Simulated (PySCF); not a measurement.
## Correlation energy of Cd²⁰⁺ (cadmium, charge +20)

Starting occupation: [Ar] 3d10. Computed with PySCF 2.14 in an uncontracted even-tempered set (19 s from 0.74 bohr⁻², ratio 2.6; 15 p from 0.96 bohr⁻², ratio 2.6; 10 d from 0.96 bohr⁻², ratio 2.6; 6 f from 0.99 bohr⁻², ratio 2.8), with X2C-1e with screened-nucleus spin-orbit coupling, Gaussian nucleus. Frozen: [Ar]; 10 electrons correlated; the 100 highest virtual spinors left out.

MP2 pair energies summed by pair of shells (mhartree):

```json
{"pair": "3d3/2-3d5/2", "energy": "-186.88", "share (%)": "49.8"}
{"pair": "3d5/2-3d5/2", "energy": "-131.75", "share (%)": "35.1"}
{"pair": "3d3/2-3d3/2", "energy": "-56.72", "share (%)": "15.1"}
```

Total MP2 correlation energy: -375.35 mhartree.

The virtual space was cut to 70 spinors, which keep -369.31 of the -375.35 mhartree of MP2 correlation.

| level | correlation energy (mhartree) |
| --- | --- |
| CCSD | -362.58 |
| (T) | -0.55 |
| CCSD(T) | -363.13 |

Diagnostics: T1 = 0.00014, largest double amplitude 0.009.

Cost of the coupled-cluster step: 49 s of wall time on 1 thread of Intel(R) Xeon(R) Platinum 8488C (shared host), for 10 occupied and 70 virtual spinors.

Iterations:

```
Init t2, MP2 energy = -0.369305755319923
CCSD nocc = 10, nmo = 80
Init t2, MP2 energy = -0.369305755319923
Init E_corr(GCCSD) = -0.369305755319923
cycle = 1  E_corr(GCCSD) = -0.362311808492626  dE = 0.00699394683  norm(t1,t2) = 0.00201063
cycle = 2  E_corr(GCCSD) = -0.362586477994993  dE = -0.000274669502  norm(t1,t2) = 8.48475e-05
cycle = 3  E_corr(GCCSD) = -0.362582362928179  dE = 4.11506681e-06  norm(t1,t2) = 5.44036e-06
cycle = 4  E_corr(GCCSD) = -0.362582915918326  dE = -5.52990147e-07  norm(t1,t2) = 3.61158e-07
cycle = 5  E_corr(GCCSD) = -0.362582918040479  dE = -2.12215306e-09  norm(t1,t2) = 9.6661e-09
GCCSD converged
E(GCCSD) = -5425.255158136581  E_corr = -0.3625829180404787
```

At this charge the one-electron X2C treatment keeps the bare 1/r₁₂, with no two-electron picture change or Breit term. The effect here is smaller than on the frozen 1s shell.
